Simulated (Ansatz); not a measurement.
Cost and result for the atomization energy of `C#C[O][GeH2][CH3]` (11 atoms, 10 bonds).

| atom | x (Å) | y (Å) | z (Å) |
| --- | --- | --- | --- |
| C1 | 0.1144 | -0.9334 | -2.5120 |
| C2 | -0.4720 | -1.0015 | -1.4642 |
| O3 | -1.1048 | -1.0722 | -0.3484 |
| Ge4 | -0.2328 | -0.4778 | 1.1523 |
| C5 | 0.2824 | 1.3552 | 0.8150 |
| H6 | 0.6097 | -0.8933 | -3.4504 |
| H7 | -1.3092 | -0.6637 | 2.2263 |
| H8 | 0.9601 | -1.4266 | 1.3400 |
| H9 | 0.8756 | 1.3971 | -0.0993 |
| H10 | -0.6034 | 1.9792 | 0.6962 |
| H11 | 0.8800 | 1.7370 | 1.6445 |

Charge 0, multiplicity 1. Correlated methods include outer-core shells of Ge, which these sets cover unevenly. Scalar relativity is left out up to krypton. All single points use the PBE0-D4/def2-TZVP geometry. It is one conformer, not always the lowest. Program: Ansatz. All runs use 4 threads of an Arm Neoverse V2 on a shared host. Times are those of one run each, without the atoms' runs, and a repeat can differ threefold. Electronic energies, without spin–orbit coupling; frozen cores. CCSD(T)/CBS adds CCSD(T) − MP2 in def2-TZVPP to the MP2 limit, and its time is that of the two runs behind it. T1 = 0.012. With those shells the extrapolation isn't a true limit. B3LYP takes the VWN-RPA correlation (the form of Gaussian; ORCA's B3LYP/G).

CCSD(T)/CBS is a level of theory with its own doubt, some kJ/mol a heavy atom from the limit and from the frozen cores, so smaller differences don't rank the functionals.

```csv
level,functions,wall time
PBE-D4/def2-TZVPP (with forces),256,2.2 s
PBE0-D4/def2-TZVPP,256,2.8 s
r2SCAN-D4/def2-TZVPP (with forces),256,4.4 s
B3LYP-D4/def2-TZVPP (with forces),256,4.4 s
B2PLYP/def2-TZVPP,256,5.5 s
ωB97X-V/def2-TZVPP,256,7 s
ωB97M-V/def2-TZVPP (with forces),256,11 s
MP2/def2-QZVPP,497,25 s
CCSD(T)/def2-TZVPP,256,4 min
CCSD(T)/CBS(def2),–,4.4 min
```

(1) What atomization energy does each give, and how far from CCSD(T)/CBS? (Best estimate.)

Results:

(1) Ansatz gave: 
```json
{"level": "PBE-D4/def2-TZVPP (with forces)", "atomization (kcal/mol)": "1018.7", "difference from CCSD(T)/CBS": "22.3", "per bond": "2.2"}
{"level": "PBE0-D4/def2-TZVPP", "atomization (kcal/mol)": "997.2", "difference from CCSD(T)/CBS": "0.8", "per bond": "0.1"}
{"level": "r2SCAN-D4/def2-TZVPP (with forces)", "atomization (kcal/mol)": "999.1", "difference from CCSD(T)/CBS": "2.7", "per bond": "0.3"}
{"level": "B3LYP-D4/def2-TZVPP (with forces)", "atomization (kcal/mol)": "993.8", "difference from CCSD(T)/CBS": "-2.6", "per bond": "-0.3"}
{"level": "B2PLYP/def2-TZVPP", "atomization (kcal/mol)": "986.9", "difference from CCSD(T)/CBS": "-9.5", "per bond": "-1.0"}
{"level": "ωB97X-V/def2-TZVPP", "atomization (kcal/mol)": "996.9", "difference from CCSD(T)/CBS": "0.5", "per bond": "0.0"}
{"level": "ωB97M-V/def2-TZVPP (with forces)", "atomization (kcal/mol)": "995.3", "difference from CCSD(T)/CBS": "-1.1", "per bond": "-0.1"}
{"level": "MP2/def2-QZVPP", "atomization (kcal/mol)": "1006.7", "difference from CCSD(T)/CBS": "10.3", "per bond": "1.0"}
{"level": "CCSD(T)/def2-TZVPP", "atomization (kcal/mol)": "973.5", "difference from CCSD(T)/CBS": "-22.9", "per bond": "-2.3"}
{"level": "CCSD(T)/CBS(def2)", "atomization (kcal/mol)": "996.4", "difference from CCSD(T)/CBS": "0.0", "per bond": "0.0"}
```

From PBE to PBE0 (25 % exact exchange), in def2-TZVPP and without D4, the atomization energy moves by −20.7 kcal/mol: exact exchange takes away binding that semilocal exchange gives to molecules. The D4 term adds +8.1 kcal/mol with B3LYP and +4.3 kcal/mol with PBE0; it sums over pairs of atoms, weighted by their polarisabilities, and B3LYP, whose exchange is more repulsive, gets the larger term. In def2-TZVPP, CCSD(T) changes the Hartree–Fock value by +261.5 kcal/mol (the triples alone add +17.3 kcal/mol) and MP2 by +281.2 kcal/mol; breaking electron pairs costs correlation energy, which Hartree–Fock lacks.
